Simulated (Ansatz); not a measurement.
Total energies of [GeBr3]- (GeBr₃⁻) from Ansatz at PBE0-D4/def2-TZVPD, gas phase (1 Eh = 27.2114 eV = 2625.5 kJ/mol). The reference geometry is relaxed at PBE0-D4/def2-SVPD.

| state | geometry | energy (Eh) |
| --- | --- | --- |
| charge -1 singlet | reference | -9798.57248 |
| charge 0 doublet | reference | -9798.41392 |
| charge 0 doublet | relaxed at PBE0-D4/def2-SVPD | -9798.43802 |

**Question.** Work out the vertical ionisation energy to the doublet.

**Answer.** E(charge 0 doublet) − E(charge -1 singlet) = -9798.41392 − (-9798.57248) = 0.15856 Eh = 4.31 eV. For comparison, −ε of the highest occupied level is 2.63 eV at this level, 1.68 eV less.

**Question.** How much does the charge 0 doublet relax, and what is the adiabatic ionisation energy?

**Answer.** Relaxation: -9798.41392 − (-9798.43802) = 0.02410 Eh = 0.66 eV. Adiabatic ionisation energy: 0.13446 Eh = 3.66 eV, without zero-point energy.
